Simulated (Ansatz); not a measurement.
```yaml
crystal:
  periodic: [false, false, false]
  atoms:
    - {symbol: N, position_ang: [1.151297, 0.226591, -1.166077]}
    - {symbol: C, position_ang: [0.349784, 0.121648, -0.256863]}
    - {symbol: C, position_ang: [-0.404577, -0.029408, 0.796600]}
    - {symbol: Br, position_ang: [-1.231906, -1.680299, 1.154179]}
    - {symbol: H, position_ang: [0.778351, 0.525637, -2.065830]}
    - {symbol: H, position_ang: [-0.600947, 0.771731, 1.491892]}
basis:
  gaussian: {orbitals: "6-31G*"}
total_charge: -1
magnetization: {spin_polarized: true, initial_magnetization: 1}
hamiltonian: {xc: {name: HF}}
correlation: {active_space: {window: {electrons: 40, orbitals: 30}}}
```

```sh
$ ansatz run in.yaml --threads 2 --pin off --events-out ev --progress --plain --max-ram 4352MiB
```

(1) How does Ansatz answer? (Best estimate.)

## Answers

(1) Computed: The program refused the input.
```
Error: invalid value for `correlation.active_space`: it starts from restricted Hartree–Fock orbitals; set hamiltonian.xc: hf without magnetization.spin_polarized
```
